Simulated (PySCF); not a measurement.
Pd (palladium, neutral) across methods

[Kr] 4d10, closed-shell 1S. Computed with PySCF 2.14 in aug-cc-pVTZ-DK, with the spin-free X2C one-electron Hamiltonian (Gaussian nucleus).

```
 method  E (hartree)  mean ε 4s (eV)  mean ε 4p (eV)  mean ε 4d (eV)  Σ⟨r²⟩ (bohr²)   ⟨S²⟩
 r2SCAN     -5045.13         -87.406         -52.569          -4.027          44.43  0.000
r2SCANh     -5045.12         -89.146         -53.894          -4.593          44.18  0.000
   MN15     -5048.62         -87.468         -54.509          -6.309          43.90  0.000
    UHF  -5042.58590         -104.48         -65.363          -8.918          42.97  0.000
   PW91     -5045.56         -85.311         -51.264          -4.129          45.17  0.000
   PBE0     -5044.81         -90.227         -54.901          -5.414          44.21  0.000
    PBE     -5044.75         -85.226         -51.186          -4.057          45.15  0.000
```

(1) Estimate the same row for LDA.

Answers

(1) E (hartree) = -5039.79; mean ε 4s (eV) = -85.329; mean ε 4p (eV) = -51.352; mean ε 4d (eV) = -4.324; Σ⟨r²⟩ (bohr²) = 45.07; ⟨S²⟩ = 0.000.
